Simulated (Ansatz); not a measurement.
One change: `N[SiH2][NH][AlH][F]` becomes `N[SiH2]N[CH2][AlH2]`.

Ansatz, PBE0-D4/def2-TZVP geometries, multiplicity 1. Each molecule was computed in one conformer, which needn't be the lowest.

```json
{"property": "size of the dipole moment (ωB97M-V/def2-TZVPP) / D", "`N[SiH2][NH][AlH][F]`": "2.41"}
{"property": "LUMO energy (PBE/def2-TZVPP) / eV", "`N[SiH2][NH][AlH][F]`": "-1.12"}
{"property": "size of the dipole moment (B3LYP/def2-TZVPP) / D", "`N[SiH2][NH][AlH][F]`": "2.43"}
{"property": "HOMO–LUMO gap (PBE/def2-TZVPP) / eV", "`N[SiH2][NH][AlH][F]`": "4.93"}
{"property": "HOMO energy (B3LYP/def2-TZVPP) / eV", "`N[SiH2][NH][AlH][F]`": "-7.21"}
{"property": "HOMO–LUMO gap (PBE0/def2-TZVPP) / eV", "`N[SiH2][NH][AlH][F]`": "7.09"}
```

(1) What does the change do to each property? (Estimate.)

## Answers

(1) Ansatz gave: 
```csv
property,`N[SiH2]N[CH2][AlH2]`,shift
size of the dipole moment (ωB97M-V/def2-TZVPP) / D,0.79,-1.62
LUMO energy (PBE/def2-TZVPP) / eV,-2.17,-1.05
size of the dipole moment (B3LYP/def2-TZVPP) / D,0.78,-1.65
HOMO–LUMO gap (PBE/def2-TZVPP) / eV,3.02,-1.91
HOMO energy (B3LYP/def2-TZVPP) / eV,-6.28,0.93
HOMO–LUMO gap (PBE0/def2-TZVPP) / eV,5.11,-1.98
```

With PBE0 the HOMO rises by 0.94 eV and the LUMO falls by 1.03 eV, so the gap narrows by about 1.97 eV. PBE moves the HOMO by 0.85 eV and ωB97M-V by 0.98 eV. Dipoles are sizes alone; their direction can turn.

B3LYP here is the variant with VWN-RPA as its local correlation; programs differ in this.
